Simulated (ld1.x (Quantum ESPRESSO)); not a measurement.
## P (Z = 15): variants of one ultrasoft potential

Base potential:

phosphorus, ultrasoft, made with ld1.x (Quantum ESPRESSO) 7.5 (BLYP, scalar-relativistic). Core [Ne], reference 3s2 3p1 (charge +2). Waves: 3s (bound): rcut 1.20, rcutus 1.45 bohr; 3s channel at 0.4 Ry: rcut 1.20, rcutus 1.45 bohr; 3p (bound): rcut 1.55, rcutus 1.70 bohr; 3p channel at -1.45 Ry: rcut 1.55, rcutus 1.70 bohr; 3d channel at -0.05 Ry: rc 1.60 bohr. Local part: the d channel. Core correction: a·sin(br)/r model core inside 0.90 bohr. Augmentation charge: PSQ, radius 1.20 bohr.

All-electron outer shells of the reference configuration (BLYP, scalar-relativistic, ld1.x):

| shell | level (eV) | outermost node (bohr) | outermost maximum (bohr) |
| --- | --- | --- | --- |
| 3s | -33.84 | 0.65 | 1.50 |
| 3p | -24.16 | 0.63 | 1.68 |

Cutoffs, loose and tight: the cutoffs (Ry, on a coarse ladder) from which the occupation-weighted sum of valence levels, in a spherical-Bessel basis at the reference potential, stays within 10 and 1 mRy of its value at 400 Ry. They do not see the model core or the augmentation charge, which bear on the density cutoff. Test errors are all-electron minus pseudo excitation energies from the reference, over the configurations 3s2 3p3; 3s2 3p2; 3s2 3p0; 3s1 3p3; 3s1 3p0; 3s2 3p3.3; 3s1 3p4. A dash means not determined; rows that change the core or the reference have their own tests.

A true bound ghost makes a file unfit for plane-wave use even where its test errors are small: the radial tests pick states by their node count and pass the ghost by.

```csv
change,outcome,"cutoff, loose","cutoff, tight",bound ghosts,largest test error (meV)
base,generated,18 Ry,25 Ry,none,+11
"all radii but the core radius scaled by about 0.75 (s 1.10, p 1.28, d 1.20 bohr, rcut 0.90/1.18/1.20); augmentation PSQ, radius 0.90 bohr",failed: chargeps: negative rho,–,–,–,–
"all radii but the core radius scaled by about 0.82 (s 1.18, p 1.40, d 1.32 bohr, rcut 0.98/1.28/1.32); augmentation PSQ, radius 0.98 bohr",failed: chargeps: negative rho,–,–,–,–
"all radii but the core radius scaled by about 0.91 (s 1.32, p 1.56, d 1.46 bohr, rcut 1.10/1.42/1.46); augmentation PSQ, radius 1.10 bohr",generated,21 Ry,40 Ry,s,-29
"all radii but the core radius scaled by about 1.07 (s 1.56, p 1.82, d 1.72 bohr, rcut 1.28/1.66/1.72); augmentation PSQ, radius 1.28 bohr",generated,15 Ry,25 Ry,none,+11
"all radii but the core radius scaled by about 1.14 (s 1.66, p 1.94, d 1.82 bohr, rcut 1.36/1.76/1.82); augmentation PSQ, radius 1.36 bohr",generated,12 Ry,21 Ry,none,+12
"all radii but the core radius scaled by about 1.24 (s 1.80, p 2.10, d 1.98 bohr, rcut 1.48/1.92/1.98); augmentation PSQ, radius 1.48 bohr",generated,12 Ry,18 Ry,none,+28
"all radii but the core radius scaled by about 1.32 (s 1.92, p 2.24, d 2.12 bohr, rcut 1.58/2.04/2.12); augmentation PSQ, radius 1.58 bohr",generated,10 Ry,15 Ry,none,+41
"all radii but the core radius scaled by about 1.39 (s 2.00, p 2.36, d 2.22 bohr, rcut 1.66/2.14/2.22); augmentation PSQ, radius 1.66 bohr",failed: chargeps: negative rho,–,–,–,–
```

Reading the sweep of the scale of all radii but the core radius (base = 1) (base included, trends over the rows without a ghost): The loose cutoff falls from 18 Ry at 1 to 10 Ry at 1.32. A larger radius leaves more room for a smooth pseudo-wave, so fewer plane waves are needed; a smaller one forces it to follow the all-electron wave where it bends sharply. The median size of the test errors (rows with all tests solved) is not monotonic: lowest 6.1 meV at 1.07, highest 13.0 meV at 1.32. Bound ghosts are found at 0.91. The generation fails at 0.75, 0.82, 1.39.
